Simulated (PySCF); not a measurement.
# Telling isomers of C$_{5}$H$_{12}$N$_{2}$Si apart by NMR

All values are calculated (PySCF 2.14.0 with density-fitted response routines): PBE0-D3(BJ)/def2-SVP structure, σ from GIAO-PBE0/pcSseg-1. Non-relativistic, a single conformation, no solvent, rapidly exchanging positions averaged.

References, each an isolated molecule treated in the same way: TMS for $^{1}$H (31.27 ppm), $^{13}$C (184.41 ppm). Where no couplings were computed, multiplicities follow the n + 1 count of equivalent neighbours, and m marks all less simple cases (inequivalent or close neighbours, rings, F or P nearby). Shifts are as computed. Against solution values, carbons near 30 ppm lie about +2 ppm off and those near 130 ppm about +5 ppm (rms about the fit 1.9 ppm; single classes can miss by 10 ppm). Of 1328 compounds with measured shifts, 309 miss one by over three times the rms of a fit or turn the order of signals round; such compounds aren't used in these exercises. Signals without a measured value on file couldn't be tested in this way; 1H shifts scatter by 0.2 ppm about their fit, and single ones miss by 0.5 ppm.

(1) Tabulate the signals of `C=CCN([SiH3])/N=C/C`, `C[SiH](C)N1CCC=N1` and their relative energies.

(2) What is the quickest way to tell C=CCN([SiH3])/N=C/C from C[SiH](C)N1CCC=N1?

Results:

(1) 
| SMILES | carbon types | δC | δH | E rel. (kcal/mol) |
| --- | --- | --- | --- | --- |
| C=CCN([SiH3])/N=C/C | 2×CH 2×CH2 1×CH3 | 147.5, 132.8, 122.4, 63.6, 22.1 | 6.60 (q, 1H), 6.14 (m, 1H), 5.30 (m, 1H), 5.22 (m, 1H), 4.53 (s, 3H), 3.76 (d, 2H), 2.03 (d, 3H) | 43.8 |
| C[SiH](C)N1CCC=N1 | 1×CH 2×CH2 2×CH3 | 139.2, 47.4, 34.9, -2.4 | 6.38 (t, 1H), 4.83 (sept, 1H), 3.22 (m, 2H), 2.56 (m, 2H), 0.33 (d, 6H) | 0.0 |

Energies are electronic energies at PBE0/pcSseg-1 on these geometries, without zero-point or thermal terms, each for the one conformer computed, which needn't be the lowest.

(2) Count the carbon signals: 5 against 4. The first has a terminal =CH2 carbon at 122.4 ppm, the second an sp3 CH2 in a ring at 34.9 ppm. Their most deshielded carbons lie at 147.5 and 139.2 ppm.
